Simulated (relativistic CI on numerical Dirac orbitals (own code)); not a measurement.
What each ingredient does to the levels of Eu20+

Base calculation: Dirac-Coulomb-Breit CI, KLI orbitals optimised for each configuration, a model potential for QED, unscaled Slater integrals.

Configurations in the expansion (outside the closed core [Ar] 3d10): 4s2 4p6 4d7, 4s2 4p5 4d8, 4s2 4p6 4d6 4f, 4s 4p6 4d8, 4s2 4p5 4d7 4f, 4s2 4p6 4d6 5s, 4s 4p6 4d7 4f, 4s2 4p6 4d6 5p, 4s2 4p6 4d5 4f 5s, 4s2 4p6 4d6 5d, 4s2 4p6 4d5 5s 5p, 4s2 4p5 4d7 5s, 4s2 4p6 4d6 5f, 4s2 4p6 4d6 6s, 4s2 4p6 4d6 6p, 4s 4p6 4d7 5s, 4p6 4d8 4f, 4s2 4p6 4d6 7s, 4p6 4d9, 4p5 4d10, 4p5 4d9 4f, 4s2 4p6 4d5 5s2, 4s2 4p6 4d4 4f 5s2, 4s2 4p5 4d5 4f 5s2, 4s 4p6 4d5 4f 5s2, 4p6 4d8 5s, 4p5 4d9 5s, 4p5 4d8 4f 5s, 4p6 4d7 5s2, 4p5 4d8 5s2, 4p6 4d6 4f 5s2, 4p5 4d7 4f 5s2. Double excitations out of closed p, d and f shells are left out; levels of such configurations are missing from the list, as are those of other unlisted configurations, and high levels can miss mixing partners.

Variants: (1) valence Slater integrals scaled by 0.9; (2) configuration mixing switched off; (3) QED terms removed. Shifts of the energy above 4s2 4p6 4d7 4F_9/2, in cm⁻¹, for the lowest level and the first level of each name with at least 55 % of one term (blank where a level changes its place among those of its configuration and J or its character, or is not in the variant):

```csv
Level,Base,Δ(1),Δ(2),Δ(3)
4s2 4p6 4d7 4F_9/2,0,0,0,0
4s2 4p6 4d7 4F_7/2,43965,+548,-470,-137
4s2 4p6 4d7 4P_5/2,69914,-1837,-1215,-143
4s2 4p6 4d7 4P_1/2,79103,-3056,-675,-129
4s2 4p6 4d7 2H_11/2,84305,-3654,+1649,-131
4s2 4p6 4d7 2G_7/2,93488,-3725,+52,-155
4s2 4p6 4d7 2F_5/2,116160,-7221,,-124
4s2 4p6 4d7 2H_9/2,131333,-3318,+720,-271
4s2 4p6 4d7 2P_1/2,132206,-3287,-475,-267
4s2 4p6 4d7 2F_7/2,147923,-5944,+18,-239
4s2 4p6 4d7 2D_3/2,151288,-8161,-2075,-202
4s2 4p5 4d8 4G°_11/2,1005743,+6342,-5299,+434
4s2 4p5 4d8 2F°_7/2,1033156,+4076,+3797,+412
4s2 4p6 4d6 4f 6G°_13/2,1120310,+4093,-28162,-80
4s2 4p5 4d8 2H°_11/2,1127865,-971,+19860,+272
4s2 4p6 4d6 4f 6H°_15/2,1155123,-278,-27728,-55
4s2 4p6 4d6 4f 6F°_11/2,1155765,+1651,-28979,-108
```

At this charge energies of transitions that change n are usually good to better than 1 %, and those within a shell (Δn = 0) to a few per cent. Terms inside the open d or f shell come out 10 to 20 % too wide with unscaled integrals.

Ionisation energy from the two ground configurations alone: base 629.431 eV; valence Slater integrals scaled by 0.9 629.584 eV. The NIST ASD value (theoretical) is 630 eV.

LS names give the leading component of a level, which can be under half, so a name can repeat, a term be missing and a line seem to break the LS rules.
